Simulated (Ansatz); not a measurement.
Ansatz (a first-principles code) input (HF/def2-QZVPP):
A basis named .json is the Basis Set Exchange file of that set.

Ansatz 0.2 input:
```yaml
crystal:
  periodic: [false, false, false]
  atoms:
    - {symbol: Mo, position_ang: [0.23696370, -0.04323415, 0.08210777]}
    - {symbol: O, position_ang: [1.59402762, -0.60462874, -0.74425053]}
    - {symbol: O, position_ang: [0.92548187, 0.16618563, 1.70503163]}
    - {symbol: Cl, position_ang: [-0.42891191, 1.87123917, -0.74247666]}
    - {symbol: Cl, position_ang: [-1.34217934, -1.55809923, 0.08748990]}
basis:
  gaussian:
    orbitals: def2-QZVPP.json
hamiltonian:
  xc: hf
total_charge: 1
magnetization: {spin_polarized: true, initial_magnetization: 1}
```

End of the output:

```
integrals: 0.40 GiB planned
1804 factors; their error is unknown
mean field: 2.96 GiB planned
mean field evaluation 1: about -30894.4817 eV, gradient 6.8e1 eV
mean field evaluation 2: about -30787.0003 eV, gradient 1.9e2 eV
mean field evaluation 4: about -30912.0691 eV, gradient 7.8e0 eV
mean field evaluation 8: about -30912.5603 eV, gradient 1.6e0 eV
mean field evaluation 16: about -30913.2063 eV, gradient 1.2e1 eV
mean field evaluation 32: about -30915.8553 eV, gradient 1.1e0 eV
mean field evaluation 64: about -30841.7914 eV, gradient 1.4e2 eV
mean field evaluation 96: about -30914.7701 eV, gradient 6.1e-1 eV
mean field evaluation 128: about -30915.0447 eV, gradient 8.6e-5 eV
mean field evaluation 160: about -30913.1946 eV, gradient 3.7e-2 eV
mean field evaluation 192: about -30913.1948 eV, gradient 9.8e-4 eV
mean field evaluation 224: about -30859.9534 eV, gradient 1.3e2 eV
mean field evaluation 256: about -30912.6107 eV, gradient 2.7e-2 eV
mean field evaluation 288: about -30912.3724 eV, gradient 3.0e-1 eV
mean field evaluation 320: about -30912.6274 eV, gradient 6.7e-1 eV
mean field evaluation 352: about -30914.3886 eV, gradient 4.0e-3 eV
mean field evaluation 384: about -30912.9791 eV, gradient 4.4e-1 eV
mean field evaluation 416: about -30915.7652 eV, gradient 5.4e-1 eV
mean field evaluation 448: about -30914.5398 eV, gradient 2.8e0 eV
mean field evaluation 480: about -30908.7023 eV, gradient 2.4e1 eV
mean field evaluation 512: about -30914.9360 eV, gradient 7.2e-1 eV
mean field evaluation 544: about -30914.9956 eV, gradient 8.5e-1 eV
mean field evaluation 576: about -30910.5723 eV, gradient 7.8e0 eV
mean field evaluation 608: about -30910.8487 eV, gradient 1.8e1 eV
mean field evaluation 640: about -30891.9516 eV, gradient 7.4e1 eV
mean field evaluation 672: about -30911.3769 eV, gradient 3.1e0 eV
mean field evaluation 704: about -30912.4058 eV, gradient 9.1e-1 eV
mean field evaluation 736: about -30915.8955 eV, gradient 8.0e-6 eV
mean field -30915.89545504 eV, -1136.1382024263 hartree, gradient 8.0e-6 eV, S^2 1.302751; 15 other end points of the search recorded, 0 dependent functions left out
reference -30915.89545504 eV, -1136.1382024263 hartree; 32, 31 occupied and 303, 304 virtual orbitals, 1804 factors
Total energy: -30915.89545504 eV, -1136.1382024263 hartree
```

The spin state was set by rule; other spins were not relaxed.

The determinant is spin-contaminated: <S^2> is 1.30 against 0.75 for a pure state.
